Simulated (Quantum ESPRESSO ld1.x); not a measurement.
Question: These are the eigenvalues of the occupied orbitals of an atom or ion with whole-number occupations (hartree). Calculated with ld1.x of Quantum ESPRESSO 7.5: non-relativistic Kohn-Sham, LDA (Slater exchange, VWN5 correlation), spin-polarised, spherical densities, point nucleus.

| orbital | eigenvalue |
|---|---|
| 1s | -900.619 |
| 2s | -130.151 |
| 2p | -121.205 |
| 3s | -23.9711 |
| 3p | -20.3602 |
| 3d | -13.6600 |
| 4s | -3.51944 |
| 4p | -2.38369 |
| 4d | -0.59372 |

Which element is it, and in what charge state? The configuration may be excited. Open shells, if any, are filled with parallel spins first.

Answer: Z = 47, silver, charge +1: Ag+ in [Kr] 4d10. The list shows which subshells hold electrons but not how many an open one holds; the 1s level, -900.62 hartree, gives Z - s = 42.4 by -(Z - s)^2/2, which with screening narrows Z to a few neighbours, and the depths of the outer levels then fix element, charge and occupations together.
